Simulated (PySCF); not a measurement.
# TDDFT excited states: C2H8F2OSi2

Species: C2H8F2OSi2.
SMILES: `FC(F)OC([SiH3])[SiH3]`

Computed, not measured: TDDFT CAM-B3LYP/def2-SVPD, vertical, gas phase, core orbitals frozen in the response (PySCF 2.14.0, density-fitted response routines). Isolated species at its GFN2-xTB geometry (one conformer only). Torsions of this conformer, `[F:1][CH:2]([F:3])[O:4][CH:5]([SiH3:6])[SiH3:7]`: F1–C2–O4–C5 -85°, C2–O4–C5–Si6 -166°.

What does the calculation give for the low-lying excited states?

```
state  E (eV)  E (kJ/mol)  λ (nm)      f    main configurations (H = HOMO, L = LUMO)
   S1    7.47         721   165.9  0.039                                   H→L (83%)
   S2    7.77         750   159.5  0.012         H→L+4 (32%), H→L+3 (16%), H→L (12%)
   S3    8.00         772   155.0  0.110                    H→L+3 (50%), H→L+1 (37%)
   S4    8.38         808   148.0  0.046       H-1→L (34%), H→L+4 (27%), H→L+5 (10%)
   S5    8.40         810   147.6  0.024       H-1→L (51%), H→L+4 (16%), H→L+1 (12%)
   S6    8.48         818   146.2  0.028       H→L+2 (55%), H→L+6 (20%), H→L+7 (10%)
   S7    8.67         836   143.1  0.073       H→L+5 (64%), H→L+1 (16%), H→L+3 (10%)
   S8    8.76         846   141.5  0.044  H-1→L+4 (37%), H-1→L+1 (20%), H-1→L+5 (8%)
```

Triplets, Tamm–Dancoff:

```tsv
state	E (eV)	λ (nm)	main configurations (H = HOMO, L = LUMO)
T1	7.08	175.1	H→L (39%), H→L+1 (20%), H→L+4 (13%)
T2	7.23	171.5	H→L (45%), H→L+4 (28%)
T3	7.66	161.9	H→L+3 (38%), H→L+1 (37%)
```

The lowest singlet comes at 166 nm (721 kJ/mol) in the vacuum ultraviolet; it is of moderate strength; its leading configuration is HOMO→LUMO (83%). The most intense listed level is S3 at 8.00 eV (155 nm, f = 0.110), 0.53 eV above S1. Löwdin shares by element: HOMO oxygen 30%, carbon 28% or more, silicon 23% (atoms not listed hold the other 19%); LUMO silicon 40%, hydrogen 11% or more, carbon 9% or more (atoms not listed hold the other 41%). The listed states span 1.29 eV, and the widest gap between neighbours is 0.37 eV (S3 to S4). Of the 8 states listed, 8 reach f = 0.01 and none stays under 0.0005. Orbital energies (eV): HOMO-3 -11.55, HOMO-2 -11.36, HOMO-1 -10.70, HOMO -9.74, LUMO 0.82, LUMO+1 1.15, LUMO+2 1.43. Singlets were solved by full linear response, triplets in the Tamm–Dancoff approximation.

On an Arm Neoverse V1 with one thread, no GPU, shared host with 32 logical CPUs at a one-minute load of 29, this took 64 s wall and 1.0 GiB of memory at its peak.

Without π bonds the low states are Rydberg-like; a valence basis with one diffuse set may place them up to an eV too high.
